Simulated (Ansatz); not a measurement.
Species: C$_{2}$H$_{9}$OSi$_{2}$, charge 0, multiplicity 2. It need not be the lowest isomer of its formula. SMILES: C[SiH](C)O[SiH2]
Structure (B3LYP-D3(BJ)/def2-TZVP (Ansatz, a program for electronic structure) minimum search):
```xyz
14

Si    -0.8104    -0.0457    -0.4983
C     -1.5870     1.6238    -0.7824
C     -1.6027    -0.9492     0.9306
O      0.7954     0.1913    -0.1852
Si     2.1800    -0.4399     0.4158
H     -0.9177    -0.8708    -1.7282
H     -2.6448     1.5209    -1.0367
H     -1.0928     2.1496    -1.6015
H     -1.5131     2.2457     0.1125
H     -1.1324    -1.9210     1.0951
H     -1.5167    -0.3729     1.8547
H     -2.6646    -1.1211     0.7384
H      1.9193    -1.0784     1.7400
H      3.1627     0.6668     0.5738
```
Charge 0, spin multiplicity 2.

Quantity: atomisation energy (electronic, to ground-state atoms), in kcal/mol. Valence correlation only, unless marked. UHF or UKS for open shells. No spin-orbit coupling. Non-relativistic. The coupled-cluster limit lacks core correlation, which all-electron functionals hold. CBS(X,Y): correlation extrapolated as X^-3; Hartree-Fock from the larger set.

| level | program | atomisation energy (kcal/mol) | minus last row |
|---|---|---|---|
| HF/6-31G* | Ansatz | 904.5 | -309.7 |
| HF/cc-pV(D+d)Z | Ansatz | 897.4 | -316.8 |
| HF/cc-pV(Q+d)Z | Ansatz | 926.8 | -287.4 |
| PBE-D4/def2-TZVPD | Ansatz + dftd4 | 1215.7 | 1.5 |
| BLYP-D3(BJ)/def2-TZVPD | Ansatz + dftd3 | 1202.0 | -12.2 |
| BLYP-D4/def2-TZVPD | Ansatz + dftd4 | 1202.2 | -12.0 |
| revPBE-D3(BJ)/def2-TZVPD | Ansatz + dftd3 | 1189.4 | -24.8 |
| B97M-V/def2-TZVPD | Ansatz | 1213.5 | -0.7 |
| PBE0/def2-TZVP | Ansatz | 1199.3 | -14.9 |
| PBE0/def2-TZVPD | Ansatz | 1199.4 | -14.8 |
| BHLYP/def2-TZVPD | Ansatz | 1180.8 | -33.4 |
| HSE06-D3(BJ)/def2-TZVPD | Ansatz + dftd3 | 1205.8 | -8.4 |
| CAM-B3LYP-D3(BJ)/def2-TZVPD | Ansatz + dftd3 | 1217.4 | 3.2 |
| wB97X-V/def2-TZVPD | Ansatz | 1215.0 | 0.8 |
| B2GP-PLYP-D4/def2-TZVPD | Ansatz + dftd4 | 1196.2 | -18.0 |
| RPA@PBE/cc-pV(Q+d)Z | Ansatz | 1152.4 | -61.8 |
| MP2/cc-pV(T+d)Z | Ansatz | 1192.6 | -21.6 |
| MP2/CBS(cc-pV(T+d)Z,cc-pV(Q+d)Z) | Ansatz | 1223.9 | 9.7 |
| CCSD/STO-3G | Ansatz | 1255.5 | 41.3 |
| CCSD(T)/cc-pV(Q+d)Z | Ansatz | 1202.3 | -11.9 |
| CCSD(T)/CBS(cc-pV(T+d)Z,cc-pV(Q+d)Z) | Ansatz | 1214.2 | 0.0 |
